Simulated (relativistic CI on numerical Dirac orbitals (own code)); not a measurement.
## Au XII: q coefficients and field-shift factors

Method of calculation: Dirac-Coulomb-Breit CI, orbitals from a KLI potential per configuration, derivatives by finite differences, unscaled Slater integrals, QED left out (own radial code, finite nucleus).

Configurations in the expansion (outside the closed core [Kr] 4d10): 4f14 5s2 5p6, 4f14 5s2 5p5 5d, 4f14 5s 5p6 5d, 4f14 5s2 5p5 5f, 4f13 5s2 5p6 5d, 4f14 5s2 5p5 6s, 4f14 5p6 5d2, 4f14 5p5 5d3, 4f14 5p5 5d2 5f, 4f13 5p6 5d3, 4f14 5p5 5d2 6s. Double excitations out of closed p, d and f shells are left out; levels of such configurations are missing from the list, as are those of other unlisted configurations, and high levels can miss mixing partners.

With x = (α/α₀)² − 1 an excitation energy changes as ω = ω₀ + qx; K = 2q/ω₀ is the relative enhancement. Terms are leading LS components, so labels can repeat. The field-shift factor is F = δν/δ⟨r²⟩ for the transition from the lowest level.

Lowest level 4f14 5s2 5p6 1S_0.

```tsv
Level	ω₀ (cm⁻¹)	q (cm⁻¹)	K	F (GHz/fm²)
4f14 5s2 5p5 5d 3P°_0	442686	12300	0.0556	11.8
4f14 5s2 5p5 5d 3P°_1	453555	16820	0.0742	11.9
4f14 5s2 5p5 5d 3F°_3	468340	13940	0.0595	11.8
4f14 5s2 5p5 5d 3D°_2	470887	17120	0.0727	12
4f14 5s2 5p5 5d 3F°_4	479844	34950	0.146	13.5
4f14 5s2 5p5 5d 1D°_2	487584	34270	0.141	13.1
4f14 5s2 5p5 5d 3D°_3	505325	34380	0.136	13.8
4f14 5s2 5p5 5d 3D°_1	549350	63630	0.232	6.61
4f14 5s2 5p5 5d 3F°_2	620879	214400	0.691	-29
4f14 5s2 5p5 5d 3D°_2	645616	235600	0.73	-26.7
4f14 5s2 5p5 5d 1F°_3	653223	236400	0.724	-27.2
4f14 5s2 5p5 5d 1P°_1	696144	165900	0.477	-15.3
4f14 5s2 5p5 6s 3P°_2	790499	-81310	-0.206	220
4f14 5s2 5p5 6s 1P°_1	796970	-77940	-0.196	218
4f13 5s2 5p6 5d 3P°_2	800372	-130700	-0.327	60.1
4f13 5s2 5p6 5d 3H°_5	808074	-134100	-0.332	57
4f13 5s2 5p6 5d 3D°_3	814731	-133700	-0.328	57.1
4f13 5s2 5p6 5d 3G°_4	818075	-133400	-0.326	57.2
4f13 5s2 5p6 5d 3P°_1	827783	-107100	-0.259	58.9
4f13 5s2 5p6 5d 3H°_6	829161	-111200	-0.268	58.7
4f13 5s2 5p6 5d 1D°_2	832488	-112100	-0.269	58.6
4f13 5s2 5p6 5d 3H°_4	835820	-108100	-0.259	58.8
4f13 5s2 5p6 5d 3D°_3	840431	-110700	-0.263	58.8
```

At this charge energies of transitions that change n are usually good to better than 1 %, and those within a shell (Δn = 0) to a few per cent. Levels and lines within the n = 5 or 6 shells can be off by up to 10 % or somewhat more, and those that change n by about 2 %, since core polarisation is missing.
